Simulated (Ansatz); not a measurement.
`F[SiH]([SiH3])O[SiH3]` and `CO[SiH](F)[SiH3]` differ in one atom or group.

Ansatz, PBE0-D4/def2-TZVP geometries, multiplicity 1. Each molecule was computed in one conformer, which needn't be the lowest.

```json
{"property": "HOMO energy (PBE/def2-TZVPP) / eV", "`F[SiH]([SiH3])O[SiH3]`": "-6.89"}
{"property": "zero-point energy (PBE0-D4/def2-TZVP) / kJ/mol", "`F[SiH]([SiH3])O[SiH3]`": "175.5"}
{"property": "LUMO energy (PBE/def2-TZVPP) / eV", "`F[SiH]([SiH3])O[SiH3]`": "-1.30"}
{"property": "size of the dipole moment (ωB97M-V/def2-TZVPP) / D", "`F[SiH]([SiH3])O[SiH3]`": "1.21"}
{"property": "HOMO–LUMO gap (B3LYP/def2-TZVPP) / eV", "`F[SiH]([SiH3])O[SiH3]`": "7.30"}
{"property": "HOMO–LUMO gap (PBE/def2-TZVPP) / eV", "`F[SiH]([SiH3])O[SiH3]`": "5.59"}
```

Problem. What does the change do to each property? (An estimate is asked.)

Solution. Ansatz gave: 
| property | `CO[SiH](F)[SiH3]` | shift |
| --- | --- | --- |
| HOMO energy (PBE/def2-TZVPP) / eV | -6.98 | -0.09 |
| zero-point energy (PBE0-D4/def2-TZVP) / kJ/mol | 208.1 | 32.6 |
| LUMO energy (PBE/def2-TZVPP) / eV | -0.95 | 0.35 |
| size of the dipole moment (ωB97M-V/def2-TZVPP) / D | 1.48 | 0.27 |
| HOMO–LUMO gap (B3LYP/def2-TZVPP) / eV | 7.77 | 0.47 |
| HOMO–LUMO gap (PBE/def2-TZVPP) / eV | 6.03 | 0.44 |

With PBE0 the HOMO falls by 0.12 eV and the LUMO rises by 0.35 eV, so the gap widens by about 0.47 eV. PBE moves the HOMO by -0.09 eV and ωB97M-V by -0.12 eV. Dipoles are sizes alone; their direction can turn.

B3LYP here is the variant with VWN-RPA as its local correlation; programs differ in this.
